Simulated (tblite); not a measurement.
A tight-binding relaxation on `CC[C@H](C)P/C=C\C`.

Computed with GFN2-xTB geometry optimisation, gas phase (tblite 0.8.0). Start geometry: from a force field or distance geometry. The command runs a driver script over a list of jobs; the input below is this job's line of settings and its coordinates in Å.

Command:
```bash
OMP_NUM_THREADS=1 python probes_run.py task.json out
```

Input:
```
{"job": {"kind": "relax", "xc": "GFN2-xTB", "basis": "xTB"}, "charge": 0, "multiplicity": 1}
C      3.331600     0.669000    -0.043300
C      2.849200    -0.703600    -0.332600
C      1.606700    -1.012100    -0.630500
P      0.262000     0.244400    -0.770000
C     -1.396000    -0.459400    -0.308900
C     -1.350100    -1.887900     0.113800
C     -2.003200     0.465800     0.718400
C     -2.157800     1.877300     0.174900
H      4.367900     0.764000    -0.426700
H      3.371300     0.898700     1.041800
H      2.723100     1.435100    -0.544400
H      3.544100    -1.558300    -0.280700
H      1.331900    -2.040600    -0.814100
H      0.598600     1.301500     0.166300
H     -2.076200    -0.414800    -1.210000
H     -2.176400    -2.081900     0.854900
H     -0.377400    -2.186500     0.545700
H     -1.599400    -2.533900    -0.776800
H     -2.947500     0.063900     1.150100
H     -1.227900     0.568000     1.545200
H     -2.971400     2.398900     0.749400
H     -1.202300     2.402200     0.248800
H     -2.505300     1.817100    -0.888300
```

Output:
```
step      E/eV     max force
  0    -682.47299    2.501
  1    -682.80211    1.800
  2    -682.97970    1.035
  3    -683.09468    0.866
  4    -683.16894    0.616
  5    -683.20690    0.521
  6    -683.23464    0.341
  7    -683.25273    0.373
  8    -683.26808    0.316
  9    -683.27718    0.219
... (149 lines left out)
159    -683.61637    0.013
160    -683.61640    0.012
161    -683.61643    0.010
162    -683.61646    0.014
163    -683.61649    0.017
164    -683.61653    0.018
165    -683.61657    0.015
166    -683.61662    0.011
167    -683.61665    0.012
168    -683.61668    0.009
```

«max force» is the largest atomic force in eV/Å.

**Question.** From which step on does the largest force stay under 0.1 eV/Å, and how much energy is left to gain from there?

**Answer.** From step 104 (0.100 eV/Å), 25.8 meV above the end.

In short: energy lowered by 26.4 kcal/mol over 168 steps; largest atomic force 0.009 eV/Å at the end.

**Question.** Where do the atoms end?

**Answer.** 0.942 Å rms from the input after alignment:
```
atom  x, y, z in Å
C1     3.6188    0.1593   -0.0086
C2     2.7440   -0.6185   -0.9306
C3     1.4236   -0.5011   -1.0013
P4     0.4251    0.6991   -0.0686
C5    -1.1781   -0.2736   -0.0386
C6    -1.0166   -1.6152    0.6700
C7    -2.2868    0.5580    0.6103
C8    -2.6104    1.8168   -0.1818
H9     4.4894    0.5380   -0.5424
H10    3.9771   -0.4777    0.8012
H11    3.0715    0.9985    0.4175
H12    3.2532   -1.3382   -1.5618
H13    0.8676   -1.0768   -1.7337
H14    0.8324    0.2909    1.2105
H15   -1.4445   -0.4486   -1.0901
H16   -1.9355   -2.1963    0.5956
H17   -0.7949   -1.4609    1.7255
H18   -0.2061   -2.1964    0.2334
H19   -3.1866   -0.0585    0.6951
H20   -1.9804    0.8336    1.6231
H21   -3.4010    2.3822    0.3063
H22   -1.7282    2.4503   -0.2604
H23   -2.9383    1.5620   -1.1875
```

On one thread of an Arm Neoverse V1, no GPU, shared host with 32 logical CPUs at a one-minute load of 9.9, this took 1.4 s.
Labels such as C1 count atoms from 1, the log's own numbers from 0.
